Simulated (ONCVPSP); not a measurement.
**PBE ONCV dataset for nickel (Ni), scalar-relativistic all-electron reference.**

Input for ONCVPSP 4.0.1:

```
# ATOM AND REFERENCE CONFIGURATION
# atsym  z   nc   nv     iexc    psfile
  Ni 28.00    3    4        4      upf
#
#   n    l    f
    1    0    2.00
    2    0    2.00
    2    1    6.00
    3    0    2.00
    3    1    6.00
    3    2    8.00
    4    0    1.75
#
# PSEUDOPOTENTIAL AND OPTIMIZATION
# lmax
    2
#
#   l,   rc,      ep,       ncon, nbas, qcut
    0    1.00    0.00    3    6   11.20
    1    0.80    0.00    3    7   12.00
    2    1.05    0.00    5   10   12.30
#
# LOCAL POTENTIAL
# lloc, lpopt,  rc(5),   dvloc0
    4    4    0.65    0.00
#
# VANDERBILT-KLEINMAN-BYLANDER PROJECTORs
# l, nproj, debl
    0    2    0.40
    1    3    3.70
    2    2    1.80
#
# MODEL CORE CHARGE
# icmod, fcfact, rcfact
    2    0.40    1.00
#
# LOG DERIVATIVE ANALYSIS
# epsh1, epsh2, depsh
   -6.00    5.00    0.04
#
# OUTPUT GRID
# rlmax, drl
    6.00    0.01
#
# TEST CONFIGURATIONS
# ncnf
    4
# nvcnf
#   n    l    f
    4
    3    0    2.00
    3    1    6.00
    3    2    8.00
    4    0    2.00
#
    4
    3    0    2.00
    3    1    6.00
    3    2    8.00
    4    0    1.00
#
    4
    3    0    2.00
    3    1    6.00
    3    2    8.00
    4    0    0.00
#
    5
    3    0    2.00
    3    1    6.00
    3    2    7.00
    4    0    2.00
    4    1    1.00
#
```

Command:

```bash
oncvpsp.x < Ni.dat > Ni.out
```

Output (shortened: citation, most of the input echo, consistency checks and plot data are left out):

```
ONCVPSP  (Optimized Norm-Conservinng Vanderbilt PSeudopotential)
scalar-relativistic version 4.0.1

#   n    l    f        energy (Ha)
    1    0    2.00    -3.0187115E+02
    2    0    2.00    -3.6158332E+01
    2    1    6.00    -3.1118319E+01
    3    0    2.00    -4.1592166E+00
    3    1    6.00    -2.7014536E+00
    3    2    8.00    -4.0367118E-01
    4    0    1.75    -2.7281832E-01

Reference configufation results
  iterations    30
  all-electron total energy (Ha)   -1.52047721D+03

Begin loop to  construct optimized pseudo wave functions
and semi-local pseudopoentials for all angular momenta

Calculating optimized projector #   1

 for l=   0

    Fraction of norm inside rc  0.837871
    Optimizing pswf for qcut=  11.20 a_B^-1,  ecut=  62.74 Ha
    Residual kinetic energy error=  1.86D-05 Ha

    Energy error per electron        Cutoff
         Ha          eV             Ha
         0.01000     0.27211       38.13
         0.00100     0.02721       48.37
         0.00010     0.00272       56.30
         0.00001     0.00027      101.10

Calculating optimized projector #   2

 for l=   0

    Fraction of norm inside rc  0.028815
    Optimizing pswf for qcut=  11.20 a_B^-1,  ecut=  62.74 Ha
    Residual kinetic energy error=  3.76D-06 Ha

    Energy error per electron        Cutoff
         Ha          eV             Ha
         0.01000     0.27211       25.17
         0.00100     0.02721       40.78
         0.00010     0.00272       51.28
         0.00001     0.00027       59.32

   Wellstate for l =  1  n =  5
     eigenvalue =   0.9985
     asymptotic potential =   1.4985
     half-point radius =  4.0346

   Wellstate for l =  1  n =  5
     eigenvalue =   4.6985
     asymptotic potential =   5.1985
     half-point radius =  1.8981

Calculating optimized projector #   1

 for l=   1

    Fraction of norm inside rc  0.586976
    Optimizing pswf for qcut=  12.00 a_B^-1,  ecut=  71.95 Ha
    Residual kinetic energy error=  1.11D-04 Ha

    Energy error per electron        Cutoff
         Ha          eV             Ha
         0.01000     0.27211       30.32
         0.00100     0.02721       39.09
         0.00010     0.00272       74.42
         0.00001     0.00027      272.95

Calculating optimized projector #   2

 for l=   1

    Fraction of norm inside rc  0.026464
    Optimizing pswf for qcut=  12.00 a_B^-1,  ecut=  71.95 Ha
    Residual kinetic energy error=  1.31D-05 Ha

    Energy error per electron        Cutoff
         Ha          eV             Ha
         0.01000     0.27211       22.72
         0.00100     0.02721       31.77
         0.00010     0.00272       40.55
         0.00001     0.00027       75.02

Calculating optimized projector #   3

 for l=   1

    Fraction of norm inside rc  0.040226
    Optimizing pswf for qcut=  12.00 a_B^-1,  ecut=  71.95 Ha
    Residual kinetic energy error=  6.44D-05 Ha

    Energy error per electron        Cutoff
         Ha          eV             Ha
         0.01000     0.27211       28.18
         0.00100     0.02721       37.36
         0.00010     0.00272       67.14
         0.00001     0.00027      177.14

   Wellstate for l =  2  n =  4
     eigenvalue =   1.3963
     asymptotic potential =   1.8963
     half-point radius =  2.3601

Calculating optimized projector #   1

 for l=   2

    Fraction of norm inside rc  0.637052
    Optimizing pswf for qcut=  12.31 a_B^-1,  ecut=  75.80 Ha
    Residual kinetic energy error=  1.19D-03 Ha

    Energy error per electron        Cutoff
         Ha          eV             Ha
         0.01000     0.27211       64.00
         0.00100     0.02721       77.73
         0.00010     0.00272      307.27
         0.00001     0.00027      354.94

Calculating optimized projector #   2

 for l=   2

    Fraction of norm inside rc  0.119595
    Optimizing pswf for qcut=  12.31 a_B^-1,  ecut=  75.80 Ha
    Residual kinetic energy error=  7.84D-04 Ha

    Energy error per electron        Cutoff
         Ha          eV             Ha
         0.01000     0.27211       61.73
         0.00100     0.02721       74.71
         0.00010     0.00272      118.24
         0.00001     0.00027      252.24

Construct Vanderbilt / Kleinmman-Bylander projectors

B matrix Hermiticity error, ll=   0
   1   2    4.5155E-04

  Orthonormal projector coefficients  2.2103E+01  3.7700E+00

B matrix Hermiticity error, ll=   1
   1   2   -4.1040E-04
   1   3   -1.1858E-03
   2   3   -1.5764E-04

  Orthonormal projector coefficients  1.9497E+01  8.2713E+00  2.0891E+00

B matrix Hermiticity error, ll=   2
   1   2    2.6626E-04

  Orthonormal projector coefficients -1.2027E+01 -4.5137E+00

Model core correction analysis
  based on d2Exc/dn_idn_j

d2excae - all-electron derivatives

   -4.363706D-02   -4.045427D-02   -2.938636D-02   -2.016226D-03
   -4.045447D-02   -3.881180D-02   -2.900577D-02   -2.405569D-03
   -2.938676D-02   -2.900600D-02   -2.670343D-02   -7.002098D-03
   -2.016013D-03   -2.405148D-03   -7.000315D-03   -3.458870D-02

d2excps - pseudofunction derivatives with no core correction

   -4.491609D-02   -4.151146D-02   -3.224927D-02   -2.194816D-03
   -4.151171D-02   -3.961428D-02   -3.190488D-02   -2.504866D-03
   -3.224969D-02   -3.190506D-02   -2.844379D-02   -7.120652D-03
   -2.194447D-03   -2.504445D-03   -7.118872D-03   -3.460427D-02

rms 2nd derivative error    1.598005E-03

amplitude prefactor, scale prefactor
   10.0548    1.2006

d2excps - pseudofunction derivatives with core correction

   -4.052391D-02   -3.911768D-02   -3.147950D-02   -1.871773D-03
   -3.911774D-02   -3.813538D-02   -3.137625D-02   -2.323874D-03
   -3.147972D-02   -3.137642D-02   -2.825879D-02   -7.055778D-03
   -1.871544D-03   -2.323446D-03   -7.053998D-03   -3.458122D-02

rms 2nd derivative error    1.504210E-03

Pseudoatom total energy -169.019655

Diagnostic tests using Vanderbilt-Kleinman-Bylander pseudopotentials
  1 or more projectors used as specified by nproj input data

   l    rcore       rmatch      e in        delta e   norm test  slope test

   0   1.0021223   1.0325489  -4.1592166   0.0000172   1.0002194   1.0002415
   0   1.0021223   1.0325489  -0.2728183   0.0000106   1.0000971   1.0000865

   1   0.8031477   0.8275330  -2.7014536   0.0000165   1.0002057   1.0003374
   1   0.8031477   0.8275330   0.9985464   0.0001236   1.0005506   1.0005506
   1   0.8031477   0.8275330   4.6985464   0.0000918   1.0007552   1.0007552

   2   1.0512465   1.0831647  -0.4036712  -0.0000048   1.0001326   1.0001387
   2   1.0512465   1.0831647   1.3963288  -0.0000100   1.0003431   1.0003431

 Testing for bound ghosts
   n   l    E NL Schr. Eq   E Basis Diag.   E Cutoff

   1   0       -4.159199       -4.159149    126.72
   2   0       -0.272808        0.152103    126.72

   2   1       -2.701437       -2.695566    468.13

   3   2       -0.403676       -0.388722    501.28

 Testing for highly-localized positive-energy ghosts
       l    <radius>/rc     E Basis Diag.   E Cutoff

Test configuration 0

   n   l     f        eae           eps        diff
   1   0  2.0000 -301.87114908
   2   0  2.0000  -36.15833248
   2   1  6.0000  -31.11831948
   3   0  2.0000   -4.15921665   -4.15919949    1.72D-05
   3   1  6.0000   -2.70145364   -2.70143710    1.65D-05
   3   2  8.0000   -0.40367118   -0.40367593   -4.76D-06
   4   0  1.7500   -0.27281832   -0.27280776    1.06D-05

    Total energies and differences
      AE_ref= -1.52047721D+03  AE_tst= -1.52047721D+03  dif=  0.00D+00
      PS_ref= -1.69019655D+02  PS_tst= -1.69019655D+02  dif=  2.84D-13
      PSP excitation error= -2.84D-13

Test configuration 1

   n   l     f        eae           eps        diff
   1   0  2.0000 -301.79302479
   2   0  2.0000  -36.08165790
   2   1  6.0000  -31.04152425
   3   0  2.0000   -4.08135507   -4.08136682   -1.18D-05
   3   1  6.0000   -2.62346029   -2.62347840   -1.81D-05
   3   2  8.0000   -0.32611809   -0.32610253    1.56D-05
   4   0  2.0000   -0.20737762   -0.20737369    3.93D-06

    Total energies and differences
      AE_ref= -1.52047721D+03  AE_tst= -1.52053716D+03  dif= -6.00D-02
      PS_ref= -1.69019655D+02  PS_tst= -1.69079617D+02  dif= -6.00D-02
      PSP excitation error=  4.50D-06

Test configuration 2

   n   l     f        eae           eps        diff
   1   0  2.0000 -302.12970706
   2   0  2.0000  -36.41105929
   2   1  6.0000  -31.37153017
   3   0  2.0000   -4.41610021   -4.41599006    1.10D-04
   3   1  6.0000   -2.95872329   -2.95858172    1.42D-04
   3   2  8.0000   -0.65871516   -0.65879967   -8.45D-05
   4   0  1.0000   -0.48450941   -0.48446431    4.51D-05

    Total energies and differences
      AE_ref= -1.52047721D+03  AE_tst= -1.52019455D+03  dif=  2.83D-01
      PS_ref= -1.69019655D+02  PS_tst= -1.68736991D+02  dif=  2.83D-01
      PSP excitation error= -1.02D-05

Test configuration 3

   n   l     f        eae           eps        diff
   1   0  2.0000 -302.52322818
   2   0  2.0000  -36.79354193
   2   1  6.0000  -31.75492161
   3   0  2.0000   -4.80484065   -4.80462896    2.12D-04
   3   1  6.0000   -3.34774717   -3.34742154    3.26D-04
   3   2  8.0000   -1.04241554   -1.04266695   -2.51D-04

    Total energies and differences
      AE_ref= -1.52047721D+03  AE_tst= -1.51955692D+03  dif=  9.20D-01
      PS_ref= -1.69019655D+02  PS_tst= -1.68099380D+02  dif=  9.20D-01
      PSP excitation error=  9.31D-06

Test configuration 4

   n   l     f        eae           eps        diff
   1   0  2.0000 -302.10576411
   2   0  2.0000  -36.42177835
   2   1  6.0000  -31.37902253
   3   0  2.0000   -4.38657161   -4.38713336   -5.62D-04
   3   1  6.0000   -2.92183820   -2.92235653   -5.18D-04
   3   2  7.0000   -0.59568835   -0.59476067    9.28D-04
   4   0  2.0000   -0.29677667   -0.29685207   -7.54D-05
   4   1  1.0000   -0.09620227   -0.09621153   -9.26D-06

    Total energies and differences
      AE_ref= -1.52047721D+03  AE_tst= -1.52014964D+03  dif=  3.28D-01
      PS_ref= -1.69019655D+02  PS_tst= -1.68692444D+02  dif=  3.27D-01
      PSP excitation error=  3.55D-04
```

The run took about 4.2 s on one core of a shared server CPU.
